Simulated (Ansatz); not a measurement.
Consider the redistribution: `CB(N)N` + `BN(B)CC` → `CCB(N)N` + `BN(B)C`.

Gas-phase electronic energies from Ansatz, PBE0-D4/def2-TZVP geometries. CCSD(T)/CBS adds triple-zeta CCSD(T) − MP2 to the extrapolated MP2 energy (def2 sets, frozen cores). This one scheme is used for every species. DFT in def2-TZVPP. HSE06 is defined as in plane-wave codes. Each species was taken in one conformer, which may not be the lowest.

Q: Is it downhill or uphill in electronic energy at CCSD(T)/CBS, and by how much? (An estimate is asked.)

A: Ansatz gave: Uphill: ΔE = +22.4 kJ/mol.

Q: What do these levels give: r2SCAN-D4, r2SCANh-D4, HSE06-D4, PBE-QIDH, BLYP, PBE0, r2SCAN0, LC-ωPBE, HF/def2-TZVPP, SCS-MP2/def2-QZVPP, MP2/CBS(def2), CCSD/CBS(def2)? (An estimate is asked.)

A: Ansatz gave: r2SCAN-D4 23.3, r2SCANh-D4 23.2, HSE06-D4 21.6, PBE-QIDH 22.2, BLYP 19.8, PBE0 21.3, r2SCAN0 23.0, LC-ωPBE 21.3, HF/def2-TZVPP 20.3, SCS-MP2/def2-QZVPP 21.7, MP2/CBS(def2) 23.3, CCSD/CBS(def2) 22.0 kJ/mol.

Largest T1 diagnostic among the species: 0.011.

Leaving LDA and LC-ωPBE aside and taking each functional with its dispersion term where it has one, the values, not all of them listed here, spread over 3.4 kJ/mol, from BLYP-D4 to B97M-V. LDA lies +4.0 kJ/mol from PBE without D4.
